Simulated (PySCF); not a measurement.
Al(H)2(PH2) (AlH4P), SMILES [AlH2][PH2].

Coordinates come from a PBE-D3(BJ)/def2-TZVP optimisation.

These are TDDFT-LC-ωPBE/def2-TZVPD (PySCF) values and carry that method's errors.

Vertical excitations. Isolated molecule, no solvent. State labels are in the subgroup Cs.

Question: Estimate the UV-visible absorptions. (An estimate is asked for; the answer gives what the named calculation found.)

Answer: 
```json
[
 {"state": "S1", "symmetry": "A'", "energy (eV)": "4.99", "λ (nm)": "249", "f": "0.020", "main pairs": "HOMO→LUMO 88 %"},
 {"state": "S2", "symmetry": "A\"", "energy (eV)": "5.77", "λ (nm)": "215", "f": "0.001", "main pairs": "HOMO−1→LUMO 95 %"},
 {"state": "S3", "symmetry": "A\"", "energy (eV)": "6.09", "λ (nm)": "204", "f": "0.003", "main pairs": "HOMO→LUMO+3 81 %"},
 {"state": "S4", "symmetry": "A'", "energy (eV)": "6.58", "λ (nm)": "188", "f": "0.080", "main pairs": "HOMO→LUMO+1 36 %, HOMO→LUMO+2 34 %, HOMO−2→LUMO 20 %"},
 {"state": "S5", "symmetry": "A'", "energy (eV)": "6.76", "λ (nm)": "183", "f": "0.071", "main pairs": "HOMO−2→LUMO 55 %, HOMO→LUMO+1 21 %"},
 {"state": "S6", "symmetry": "A'", "energy (eV)": "7.29", "λ (nm)": "170", "f": "0.294", "main pairs": "HOMO→LUMO+4 50 %, HOMO→LUMO+2 15 %, HOMO−2→LUMO 9 %, HOMO→LUMO+9 8 %"},
 {"state": "S7", "symmetry": "A'", "energy (eV)": "7.92", "λ (nm)": "157", "f": "0.166", "main pairs": "HOMO→LUMO+4 28 %, HOMO→LUMO+2 25 %, HOMO→LUMO+1 17 %, HOMO→LUMO+9 7 %"},
 {"state": "S8", "symmetry": "A\"", "energy (eV)": "8.01", "λ (nm)": "155", "f": "0.000", "main pairs": "HOMO−2→LUMO+3 36 %, HOMO→LUMO+5 28 %, HOMO→LUMO+11 21 %"},
 {"state": "S9", "symmetry": "A\"", "energy (eV)": "8.17", "λ (nm)": "152", "f": "0.028", "main pairs": "HOMO−1→LUMO+2 41 %, HOMO−2→LUMO+3 19 %, HOMO→LUMO+5 6 %"},
 {"state": "S10", "symmetry": "A'", "energy (eV)": "8.30", "λ (nm)": "149", "f": "0.211", "main pairs": "HOMO−2→LUMO+1 47 %, HOMO−2→LUMO+2 37 %"},
 {"state": "T1", "symmetry": "A'", "energy (eV)": "4.28", "λ (nm)": "290", "f": "0", "main pairs": "HOMO→LUMO 86 %"},
 {"state": "T2", "symmetry": "A\"", "energy (eV)": "5.14", "λ (nm)": "241", "f": "0", "main pairs": "HOMO−1→LUMO 92 %"},
 {"state": "T3", "symmetry": "A\"", "energy (eV)": "5.39", "λ (nm)": "230", "f": "0", "main pairs": "HOMO→LUMO+3 73 %"},
 {"state": "T4", "symmetry": "A'", "energy (eV)": "5.90", "λ (nm)": "210", "f": "0", "main pairs": "HOMO−2→LUMO 32 %, HOMO→LUMO+2 17 %, HOMO→LUMO+4 15 %, HOMO→LUMO+9 12 %"}
]
```
Triplets are in the Tamm–Dancoff approximation, which puts them higher than full response would, so one can lie above its singlet here.
